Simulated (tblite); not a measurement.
Compound: C5H8NSi2 (doublet state).
Bonds: N1–C2 (triple), C2–C3, C3–C4 (triple), C4–Si5, Si5–C6, C6–C7, C7–Si8. Hydrogens: H9, H10 on Si5; H11, H12 on C6; H13, H14 on C7; H15, H16 on Si8.
Bond orders are those of one Lewis drawing.

Computed with GFN2-xTB (tblite), gas phase: L-BFGS steps from a force-field or distance-geometry start until the largest atomic force falls under 0.01 eV/Å.

Step 0: E = -570.1564 eV
```
atom  x, y, z in Å  |  force x, y, z in eV/Å
N1     -0.2965    4.6645   -2.5581    0.197  -0.998   0.195
C2     -0.0462    3.5673   -2.3287    0.986  -3.656   0.845
C3      0.3190    2.0881   -2.0020   -1.647   6.588  -1.462
C4      0.5810    0.9562   -1.7647    0.552  -2.416   0.595
Si5     1.0009   -0.8252   -1.3462    0.604   0.157  -0.511
C6     -0.2572   -1.6286   -0.2073   -0.216  -0.127   0.272
C7     -0.2086   -1.2557    1.2835    0.034  -0.588   0.326
Si8    -0.9121    0.4037    1.8048   -0.295   0.786  -0.846
H9      1.0549   -1.6052   -2.6149   -0.101   0.307   0.213
H10     2.3437   -0.8998   -0.7277   -0.186   0.196  -0.053
H11    -0.0732   -2.7098   -0.2785   -0.082   0.096  -0.011
H12    -1.2622   -1.4653   -0.6070   -0.029  -0.011   0.157
H13     0.8131   -1.3318    1.6739   -0.026  -0.104  -0.227
H14    -0.7836   -2.0185    1.8268    0.099  -0.061  -0.059
H15    -0.0287    1.4925    1.3259   -0.158  -0.147   0.247
H16    -2.2520    0.5766    1.1808    0.266  -0.022   0.318
```

Step 1: E = -570.1928 eV
```
atom  x, y, z in Å  |  force x, y, z in eV/Å
N1     -0.2937    4.6502   -2.5553    0.882  -3.932   0.820
C2     -0.0321    3.5151   -2.3166   -0.263   1.500  -0.274
C3      0.2955    2.1822   -2.0229    1.113  -5.034   1.026
C4      0.5889    0.9217   -1.7561   -1.772   7.506  -1.511
Si5     1.0095   -0.8230   -1.3535    0.396  -0.296  -0.158
C6     -0.2603   -1.6304   -0.2035    0.000  -0.008   0.128
C7     -0.2081   -1.2641    1.2882   -0.053  -0.100   0.197
Si8    -0.9163    0.4149    1.7927   -0.081   0.306  -0.827
H9      1.0534   -1.6008   -2.6119   -0.088   0.196   0.099
H10     2.3410   -0.8970   -0.7285   -0.069   0.155   0.004
H11    -0.0744   -2.7084   -0.2786   -0.081   0.016  -0.017
H12    -1.2627   -1.4655   -0.6048   -0.049   0.003   0.142
H13     0.8128   -1.3333    1.6706    0.062  -0.118  -0.159
H14    -0.7821   -2.0194    1.8259   -0.010  -0.212   0.078
H15    -0.0310    1.4904    1.3294   -0.044   0.003   0.206
H16    -2.2482    0.5762    1.1853    0.058   0.016   0.246
```

**Question.** Estimate the geometry and energy of step 2. (The exact step hangs on the optimiser's Hessian estimate; all steps are aligned on step 1, rigid shifts and turns removed.)

**Answer.** E = -570.6501 eV, largest force 3.032 eV/Å
```
atom  x, y, z in Å  |  force x, y, z in eV/Å
N1     -0.2857    4.6142   -2.5478    0.175  -0.843   0.169
C2     -0.0302    3.5120   -2.3153    0.359  -1.270   0.307
C3      0.2976    2.1688   -2.0207    0.340  -1.685   0.325
C4      0.5769    0.9725   -1.7659   -0.669   2.906  -0.546
Si5     1.0153   -0.8247   -1.3569   -0.036   0.514  -0.149
C6     -0.2612   -1.6310   -0.2013    0.108   0.082   0.011
C7     -0.2084   -1.2674    1.2911   -0.074   0.052   0.087
Si8    -0.9182    0.4207    1.7825   -0.006   0.095  -0.577
H9      1.0523   -1.5980   -2.6102   -0.079   0.187   0.000
H10     2.3397   -0.8949   -0.7287   -0.003   0.189   0.011
H11    -0.0754   -2.7079   -0.2788   -0.069  -0.019  -0.027
H12    -1.2632   -1.4655   -0.6030   -0.056   0.007   0.140
H13     0.8131   -1.3347    1.6684    0.076  -0.113  -0.122
H14    -0.7818   -2.0213    1.8263   -0.040  -0.229   0.118
H15    -0.0320    1.4898    1.3321    0.034   0.094   0.114
H16    -2.2466    0.5763    1.1886   -0.059   0.034   0.140
```

The energy changes by -0.4573 eV. The first-order estimate −F·Δx gives -0.6577 eV and the mean of the old and new forces, exact on a quadratic surface, -0.4447 eV. The step makes an angle of 24° with the force vector and moves no atom by more than 0.053 Å.

What follows is the cost of the whole relaxation. Hardware: one thread, Arm Neoverse V2 (aarch64), shared host with 96 logical CPUs at a one-minute load of 81. Cost: 0.81 s of wall time.
